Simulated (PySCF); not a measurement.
Members of one series of related molecules.

All values: PBE0/pcSseg-1 (PySCF) at GFN2-xTB geometries, gas phase, one conformer each.

(1) Rank by HOMO–LUMO gap, lowest first.
A. `C[SiH2]CC#C[SiH3]`
B. `CC#C[C@@H]([SiH2]C)N(C)C`
C. `CC#CC[Si@@H](C)OC`

(2) Rank by the highest Hirshfeld charge on any atom, lowest value first.
A. `CCCC#CC[SiH2]C`
B. `C(#CC[Si@@H](C)OC)C`
C. `CC#C[C@@H]([SiH2]C)N(C)C`

Results:

(1) B (7.11 eV), A (7.68 eV), C (8.03 eV).

(2) C (+0.342 e), A (+0.358 e), B (+0.432 e).

All values together:

```tsv
SMILES	change	formula	μ (D)	HOMO (eV)	LUMO (eV)	lowest IAO charge (e)	highest IAO charge (e)	lowest Hirshfeld charge (e)	highest Hirshfeld charge (e)
CC#CC[SiH2]C	parent	C5H10Si	0.56	-6.88	1.16	-0.717 (C)	+0.791 (Si)	-0.212 (C)	+0.357 (Si)
C[SiH2]CC#C[SiH3]	C replaced by Si	C4H10Si2	1.22	-7.35	0.33	-0.717 (C)	+0.794 (Si)	-0.211 (C)	+0.364 (Si)
CC#CC[Si@@H](C)OC	H on Si replaced by OCH3	C6H12OSi	1.32	-6.80	1.23	-0.746 (C)	+1.168 (Si)	-0.230 (O)	+0.432 (Si)
CCCC#CC[SiH2]C	H on C replaced by C2H5	C7H14Si	0.58	-6.88	1.04	-0.715 (C)	+0.790 (Si)	-0.212 (C)	+0.358 (Si)
CC#C[C@@H]([SiH2]C)N(C)C	H on C replaced by NMe2	C7H15NSi	0.94	-6.19	0.92	-0.715 (C)	+0.772 (Si)	-0.213 (C)	+0.342 (Si)
```

Conformers: `[CH3:1][C:2]#[C:3][CH2:4][SiH2:5][CH3:6]` with C3–C4–Si5–C6 58°; `[CH3:1][SiH2:2][CH2:3][C:4]#[C:5][SiH3:6]` with C1–Si2–C3–C4 -56°; `[CH3:1][C:2]#[C:3][CH2:4][Si@@H:5]([CH3:6])[O:7][CH3:8]` with C3–C4–Si5–C6 65°, C4–Si5–O7–C8 -177°; `[CH3:1][CH2:2][CH2:3][C:4]#[C:5][CH2:6][SiH2:7][CH3:8]` with C1–C2–C3–C4 65°, C5–C6–Si7–C8 62°; `[CH3:1][C:2]#[C:3][C@@H:4]([SiH2:5][CH3:6])[N:7]([CH3:8])[CH3:9]` with C3–C4–Si5–C6 170°, C3–C4–N7–C8 -56°.

Q: Give the shifts from the parent, `CC#CC[SiH2]C`.

A: 
```
                  SMILES  change in μ (D)  change in HOMO (eV)  change in LUMO (eV)
       C[SiH2]CC#C[SiH3]            +0.66                -0.47                -0.83
       CC#CC[Si@@H](C)OC            +0.76                +0.08                +0.07
          CCCC#CC[SiH2]C            +0.02                 0.00                -0.12
CC#C[C@@H]([SiH2]C)N(C)C            +0.38                +0.69                -0.24
```
